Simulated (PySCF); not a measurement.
## WO, PBE0: how much the basis matters

PySCF, UKS reference; triplet, unpaired electrons δ ↑↑; De to W (5d4 6s2) + O without counterpoise correction.

| basis | relativity | functions | Re (Å) | ωe (cm⁻¹) | De (eV) | μ (D) |
| --- | --- | --- | --- | --- | --- | --- |
| cc-pVDZ-PP/cc-pVDZ | scalar-relativistic core potentials | 52 | 1.648 | 1109 | n/a | -2.01 |
| def2-TZVPPD | scalar-relativistic core potentials | 99 | 1.646 | 1118 | n/a | -2.09 |
| x2c-TZVPPall | spin-free X2C | 128 | 1.634 | 1146 | n/a | -2.02 |

(1) How does each smaller set differ from the one with most functions, x2c-TZVPPall?

A positive dipole means W(−)O(+). De is left out where the level can put another filling of the metal’s s and d shells below the measured ground configuration, by anything from nothing to about 1 eV. These are scalar-relativistic numbers at best; spin–orbit coupling would shift them, the dissociation energy most. With d or f electrons several states lie close, and the lowest PBE0 determinant need not be the measured ground state.

## Answers

(1) cc-pVDZ-PP/cc-pVDZ: +1.4 pm, -3.2 % in ωe; def2-TZVPPD: +1.2 pm, -2.4 % in ωe. All at PBE0; the set with most functions is neither the basis-set limit nor always the best. The rows treat relativity differently, so the differences are not basis effects alone.
